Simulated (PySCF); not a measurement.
**`N#CC=C=C(C#N)C#N`, C6HN3**

Geometry (Å), atoms numbered from 1 in this order:
```xyz
10

N     3.2489    1.7188    0.1889
C     2.5178    0.9059   -0.1936
C     1.6410   -0.1105   -0.6827
C     0.3796   -0.1943   -0.3428
C    -0.8971   -0.2954   -0.0089
C    -1.2959   -1.0742    1.1317
N    -1.6208   -1.7031    2.0478
C    -1.9166    0.3671   -0.7764
N    -2.7406    0.8962   -1.3938
H     2.0622   -0.8512   -1.3770
```

Method used: PySCF, quadratic response CAM-B3LYP/aug-cc-pVDZ first hyperpolarisability, Taylor convention, gas phase. Geometry: PBE0-D3(BJ)/def2-SVP.

Question: Give the tensor of the second harmonic β(−2ω;ω,ω) at 1907 nm in the axes of these coordinates.

Answer: In au, Taylor convention; rows are the first index (the induced dipole):
|  | xx | yy | zz | xy | xz | yz |
| --- | --- | --- | --- | --- | --- | --- |
| x | -84.5 | -6.7 | -8.4 | -2.6 | +28.6 | -6.2 |
| y | -2.8 | +7.8 | +5.4 | -6.5 | -5.8 | +0.5 |
| z | +28.4 | +0.6 | +11.6 | -5.9 | -8.3 | +5.6 |

Norm of βᵢ = ⅓ Σⱼ (βᵢⱼⱼ + βⱼᵢⱼ + βⱼⱼᵢ): 107.9 au, hyper-Rayleigh value 43.4 au.
